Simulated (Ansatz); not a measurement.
CH$_{7}$NO$_{3}$Zr (`C[NH][Zr]([OH])([OH])[OH]`), one more setting.

```yaml
crystal:
  periodic: [false, false, false]
  atoms:
    - {symbol: C, position_ang: [1.412409, -1.485547, 1.202297]}
    - {symbol: N, position_ang: [1.059660, -0.686237, -0.162645]}
    - {symbol: Zr, position_ang: [-0.649004, 0.771537, -0.546640]}
    - {symbol: O, position_ang: [-2.464731, -0.302913, -1.093932]}
    - {symbol: O, position_ang: [-0.026041, 2.010459, -2.215044]}
    - {symbol: O, position_ang: [-1.010101, 1.812657, 1.324508]}
    - {symbol: H, position_ang: [0.624553, -1.171420, 2.086234]}
    - {symbol: H, position_ang: [1.337784, -2.705366, 1.068505]}
    - {symbol: H, position_ang: [2.537526, -1.222791, 1.620861]}
    - {symbol: H, position_ang: [1.810802, -0.911090, -0.981591]}
    - {symbol: H, position_ang: [-2.962527, -1.227104, -1.286058]}
    - {symbol: H, position_ang: [-0.154360, 2.676595, -3.037989]}
    - {symbol: H, position_ang: [-1.515958, 2.441221, 2.021494]}
basis:
  gaussian: {orbitals: def2-TZVPP}
magnetization: {spin_polarized: true, initial_magnetization: 0}
hamiltonian: {xc: {name: PBEsol}, dispersion: d3bj}
accuracy: high
output: {forces: true}
```

```sh
$ ansatz run in.yaml --threads 8 --pin off --events-out ev --progress --plain --max-ram 18278MiB
```

Shortened log:

```
Functional definition: PBEsol
5498 factors; integrals over basis functions are off by at most 8.9e-8 eV
mean field evaluation 1: about -9993.9718 eV, gradient 9.2e1 eV
mean field evaluation 2: about -9512.1099 eV, gradient 2.9e2 eV
mean field evaluation 4: about -10008.7333 eV, gradient 6.4e1 eV
mean field evaluation 8: about -10026.3321 eV, gradient 2.5e0 eV
mean field evaluation 16: about -10026.3489 eV, gradient 2.7e-3 eV
mean field -10026.34894261 eV, -368.4615275373 hartree, gradient 4.3e-8 eV, S^2 0.000000; 0 other end points of the search recorded, 0 dependent functions left out
reference -10026.34895114 eV, -368.4615278509 hartree; 28, 28 occupied and 281, 281 virtual orbitals, 5498 factors
Total energy: -10026.45273640 eV, -368.4653418890 hartree
Atom 0 at     1.412409    -1.485547     1.202297 Å, force    -0.093298     0.170443    -0.100177 eV/Å
Atom 1 at     1.059660    -0.686237    -0.162645 Å, force     0.327741    -0.206396     0.169132 eV/Å
Atom 2 at    -0.649004     0.771537    -0.546640 Å, force    -0.296647    -0.013680    -0.036741 eV/Å
Atom 3 at    -2.464731    -0.302913    -1.093932 Å, force     1.051456    -1.092041     0.200882 eV/Å
Atom 4 at    -0.026041     2.010459    -2.215044 Å, force    -1.192816     0.086097     0.043787 eV/Å
Atom 5 at    -1.010101     1.812657     1.324508 Å, force    -0.885211     0.262770    -0.634775 eV/Å
Atom 6 at     0.624553    -1.171420     2.086234 Å, force     1.740365    -0.594674    -2.207075 eV/Å
Atom 7 at     1.337784    -2.705366     1.068505 Å, force     0.136702     2.821539     0.132002 eV/Å
Atom 8 at     2.537526    -1.222791     1.620861 Å, force    -2.553195    -0.508411    -1.103362 eV/Å
Atom 9 at     1.810802    -0.911090    -0.981591 Å, force    -2.090235     0.546009     2.479410 eV/Å
Atom 10 at    -2.962527    -1.227104    -1.286058 Å, force     2.008570     3.099527     0.734758 eV/Å
Atom 11 at    -0.154360     2.676595    -3.037989 Å, force     0.216529    -2.370960     2.960567 eV/Å
Atom 12 at    -1.515958     2.441221     2.021494 Å, force     1.630038    -2.200220    -2.638409 eV/Å
Dipole moment:    -0.004804    -0.089263    -0.014658 e Å
```

Hardware: 8 threads of an Arm Neoverse V2 on a shared host. Wall time 20 s, peak host memory 2.7 GiB.
